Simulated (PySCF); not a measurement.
## A basis-limit estimate, worked out

An elementary step of BH₂ClO₂, singlet (BH₂ClO₂ ([OH][B]([OH])[Cl]) → BClO + H₂O (still joined by a long B–O bond); bonds formed: O2–H4; bonds broken: O3–H4; bonds weakened to dative contacts: B1–O2). “Start” is the structure reached by relaxing down from the saddle towards the reactants; PBE0-D4/def2-TZVP structures. The saddle:

```xyz
6
angstrom
B 0.1736 0.4997 -0.3407
O 0.0895 -0.8807 0.3709
O -0.8014 0.4231 -1.1603
H -0.7727 -0.7621 -0.3367
Cl 1.4269 1.6005 0.1524
H -0.1157 -0.8805 1.3144
```

PySCF 2.14 with density fitting (its default auxiliary sets; JK sets also for MP2 and CCSD(T)); basis: def2-TZVPP and def2-QZVPP; cores frozen in the correlated methods.

Energies in eV:

| quantity | saddle | start |
| --- | --- | --- |
| Hartree–Fock, triple zeta (X = 3) | -17285.12859 | -17288.20911 |
| Hartree–Fock, quadruple zeta (X = 4) | -17285.69315 | -17288.78132 |
| MP2 correlation, X = 3 | -21.39626 | -20.72488 |
| MP2 correlation, X = 4 | -23.23132 | -22.55972 |
| CCSD(T) correlation, X = 3 | -22.76047 | -22.16152 |

(1) Work out the barrier at the basis limit: extrapolate Hartree–Fock as E(X) = E∞ + A exp(−7.88 √X) and the MP2 correlation as E(X) = E∞ + B X^−2.97 (the exponents that Neese and Valeev fitted for def2-TZVPP and QZVPP), then add CCSD(T) − MP2 in triple zeta.

No T1 diagnostic of these runs exceeds 0.015.

## Answers

(1) Each step is linear, so take the differences first (saddle − start): Hartree–Fock 3.08052 (X = 3) and 3.08817 (X = 4); MP2 correlation -0.67138 and -0.67160; CCSD(T) correlation -0.59895.
Two points give E∞ = E(4) + w [E(4) − E(3)], with w = 1/(exp(7.88 (2 − √3)) − 1) = 0.1377 for Hartree–Fock and w = 1/((4/3)^2.97 − 1) = 0.7407 for the correlation.
Hartree–Fock: 3.08817 + 0.1377 × 0.00765 = 3.0892 eV.
MP2 correlation: -0.67160 + 0.7407 × (-0.00022) = -0.6718 eV.
CCSD(T) − MP2: -0.59895 − (-0.67138) = 0.0724 eV.
Sum: 3.0892 + (-0.6718) + 0.0724 = 2.4898 eV, or 57.42 kcal/mol. Plain CCSD(T) in triple zeta gives 2.4816 eV, so the larger basis shifts the result by 0.0082 eV.

Labels in which every atom is bracketed show which atoms are joined, not bond orders.

For scale, one of the runs: CCSD(T)/def2-TZVPP, 163 basis functions, launched by `OMP_NUM_THREADS=4 python run.py`. The run took 2.8 min on 4 CPU threads of an Arm Neoverse V1 (shared host), with 1.4 GiB of host memory at its peak.
